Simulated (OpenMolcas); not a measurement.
## Nb2+: CASPT2 settings compared

```json
{
  "Program": "OpenMolcas 26.06",
  "Basis": "ANO-RCC-VDZP [6s5p3d1f]",
  "Scalar Hamiltonian": "X2C, point nucleus",
  "Active space": "3 electrons in 5 orbitals (4d)",
  "State averaging": "2S+1 = 4 even, 10 roots; 2S+1 = 2 even, 40 roots kept (CI in the orbitals of an earlier block)",
  "Spin-orbit coupling": "state interaction with AMFI integrals over the reference wave functions, term energies averaged over their components"
}
```

Methods on the same reference wave functions:
A. CASSCF
B. SS-CASPT2, IPEA 0.75 Eh, sigma1 regulariser 0.5 Eh (closed shells correlated: none)
C. SS-CASPT2, IPEA 0.3 Eh, imaginary shift 0.15 Eh (closed shells correlated: none)
D. SS-CASPT2, IPEA 0.35 Eh, no level shift (closed shells correlated: 4s 4p)
E. MS-CASPT2, IPEA 0.35 Eh, no level shift (closed shells correlated: 4s 4p)
F. MS-CASPT2, IPEA 0.3 Eh, imaginary shift 0.15 Eh (closed shells correlated: none)

Energies in cm-1 above 4d3 4F 3/2, the measured ground level; measured values from the list in Shadmi, J. Res. Natl. Bur. Stand. 70A, 435 (1966).

```csv
Level,A,B,C,D,E,F,Measured
4d3 4F 3/2,0.0,0.0,0.0,0.0,0.0,0.0,0.0
4d3 4F 5/2,530,539,541,541,543,542,516
4d3 4F 7/2,1222,1235,1238,1238,1239,1240,1177
4d3 4F 9/2,2037,2050,2050,2040,2050,2050,1939
4d3 4P 1/2,11194,10320,10080,9640,9550,9990,8664
4d3 4P 3/2,11290,10400,10150,9710,9510,9950,8608
4d3 2G 7/2,11952,11160,11080,10510,10510,11080,9236
4d3 4P 5/2,12036,11150,10900,10470,10470,10900,9594
4d3 2G 9/2,12524,11750,11670,11090,11130,11710,9804
4d3 2P 1/2,15639,14690,14520,13900,12150,12640,
4d3 2H 9/2,15847,15150,15080,14370,14830,15580,12916
4d3 2H 11/2,16193,15500,15430,14710,15220,15980,13264
4d3 2D 5/2(1),17674,15270,14890,14700,14710,14890,13094
4d3 2F 7/2,26335,24090,23800,22640,22650,23800,19861
4d3 2F 5/2,26602,24330,24050,22890,22900,24050,19975
4d3 2D 5/2(2),41039,35630,35130,34710,34700,35140,
4d3 2D 3/2(2),41350,35920,35420,35000,35070,35540,
```

Deviations, from unrounded energies. A percentage is the sum of absolute deviations over the sum of measured energies, with the sign that they share, or ± where signs differ.

| Against measurement | Levels | A | B | C | D | E | F |
| --- | --- | --- | --- | --- | --- | --- | --- |
| mean absolute deviation (cm-1) | 13 | 2800 | 1900 | 1700 | 1200 | 1300 | 1800 |
| fine structure of the ground term (%) | 3 | +4.3 | +5.2 | +5.4 | +5.3 | +5.4 | +5.6 |
| other terms of the ground configuration (%) | 10 | +29.3 | +19.3 | +17.7 | +12.6 | +13.2 | +18.3 |

D, E lie about equally close to measurement and A furthest from it. The largest miss of D in the table is 4d3 2F 5/2, by +2900 cm-1. The ranking rests on the paired levels alone, and a cruder setting can come out closer through cancelling errors.

Among B to F the level of the table that moves most is 4d3 2P 1/2, by 2500 cm-1 (lowest in E, highest in B). Moves below CASPT2's spread within the term are not significant.

The mean deviations of B to F differ by less than CASPT2's widest spread within a term (1200 cm-1), so their order carries little weight.

From A to B the spin-free energies of the other terms of 4d3 shown, above 4F, scale by factors of 0.85 to 0.95, as is usual when dynamic correlation screens the repulsion within a d or f shell.

The lowest spin-free term lies below A's lowest term by 0.013 hartree in B, 0.015 hartree in C, 0.190 hartree in D, 0.190 hartree in E, 0.015 hartree in F.

CASPT2 does not keep the components of a term degenerate, so their means are used; among the terms shown or strongly mixed into the levels shown the widest spread is 1200 cm-1 (4d3 2H, C). Levels of configurations with an s electron are missing; early in the row they begin among the upper levels of the d shell and mix with terms of their name. Terms from blocks run as CI alone lack orbitals of their own. The CASPT2 spread within a term exceeds the gap to the next term for 4d3 2D(1) and 4d3 2P, 4d3 2P and 4d3 2H, so the order of their levels is uncertain, and so are names and mixing where such terms share a J (figures for B; the like holds for C, D). Without dynamic correlation excited terms often stand tens of per cent too high (terms of higher spin than the ground term too low), and those without a measured partner can miss by more than the paired ones (holds for A). Some terms miss by over 15 % even with CASPT2, which points to a basis or an active space too small for the shells correlated (holds for B; C; F). Computed and measured levels are paired by configuration, term and J; levels that our copy of the source lacks, or whose pairing is in doubt (as where it misses far off the trend of its configuration), stay unpaired and out of the deviations. Levels of configurations outside the active space are missing. Levels that lie high or do not pair safely by name in every column are left out.

A number in round brackets counts repeated terms of one configuration in the order of the reference energies.
